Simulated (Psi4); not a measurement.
HSZn, charge +1, singlet, geometry from GFN2-xTB (such geometries of metal compounds can be far from the true shape).

Psi4 was given this input:
```
memory 2 GB

molecule mol {
1 1
  Zn   -0.361328   -0.651429   -0.264407
  S     0.586257    1.186349    0.418261
  H     1.459715    0.561274    1.240021
}

set basis def2-tzvp
set reference rks

energy('pbe')
print_variables()
```

Q: What does this run give for the nuclear repulsion energy, number of basis functions, total energy?

A: 
```json
{
  "nuclear_repulsion_energy": "128.8910 Eh",
  "number_of_basis_functions": "91",
  "total_energy": "-2177.460866 Ha"
}
```
